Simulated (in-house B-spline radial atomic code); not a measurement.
Configurations of Fe, with energies counted from [Ar] 3d6 4s2. Computed with a radial B-spline atomic code at the basis-set limit: scalar-relativistic (X2C) BHandHLYP, spin-polarised, spherical fractional occupations, exact exchange averaged over the configuration, Fermi nucleus of rms radius 3.7377 fm. Shells without spins written out take the highest spin.

Occupations are held fixed; configurations that lie above the ionisation limit could autoionise.

```csv
configuration,E - E(ref) (eV),highest orbital,its <r> (bohr)
[Ar] 3d6 4s1 5s1,5.208,5s up,8.369
[Ar] 3d6 4s1 5f1,7.1367,5f up,29.81
[Ar] 3d5 4s2 5f1,9.8819,5f up,29.64
[Ne] 3s2 3p5 3d6 4s2 4p1,58.621,4p up,3.58
[Ne] 3s2 3p5 3d6 4s2 4d1,62.681,4d up,9.166
[Ne] 3s2 3p5 3d6 4s2 5f1,63.745,5f up,29.64
```

(1) Order these further configurations by energy, lowest first.
A. [Ar] 3d5 4s2 4p1
B. [Ne] 3s2 3p5 3d6 4s2 4f1
C. [Ar] 3d6 4s1 4d1
D. [Ar] 3d6 4s1 4f1
E. [Ar] 3d5 4s2 5d1

(2) How far above the reference does [Ar] 3d6 4s1 5p1 lie?

Answers

(1) A (4.7982 eV), C (6.1541 eV), D (6.8628 eV), E (9.4738 eV), B (63.471 eV).

(2) 5.9427 eV; its least bound orbital is 5p up with <r> = 10.92 bohr.
